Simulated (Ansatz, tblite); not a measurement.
Adding an electron: Au3⁺ (the lowest singlet isomer of a short search). The state is a singlet with charge 1. Geometry: PBE0-D4/def2-TZVP. Ansatz, gas phase; energy differences of separate SCF runs; the reduced species was run as a doublet alone.

Cartesian coordinates in Å:
```
Au 1.1683 -0.1749 -0.9634
Au -1.4271 -0.2329 -0.4824
Au 0.2588 0.4078 1.4458
```

In the def2 sets Au takes a core potential; there is no spin–orbit coupling. The xTB rows come from tblite. The structure comes from a short search, and lower isomers may exist.

Question: Estimate orbital energies and vertical electron affinities at: GFN1-xTB; GFN2-xTB; r2SCAN-D4/def2-TZVP; PBE0-D4/def2-TZVP.

Answer: 
```tsv
level	−HOMO (eV)	−LUMO (eV)	vertical EA (eV)	HOMO–LUMO gap (eV)
GFN1-xTB	17.28	16.63	13.46	0.65
GFN2-xTB	15.98	12.34	9.27	3.64
r2SCAN-D4/def2-TZVP	11.82	9.25	6.99	2.57
PBE0-D4/def2-TZVP	12.91	8.45	6.74	4.47
```

Run but left out: PBE-D4/def2-TZVP (neutral doublet: an occupied level 0.11 eV above an empty one).  Raw xTB energy differences between charge states are shifted by several eV; the methods need an empirical correction for them.
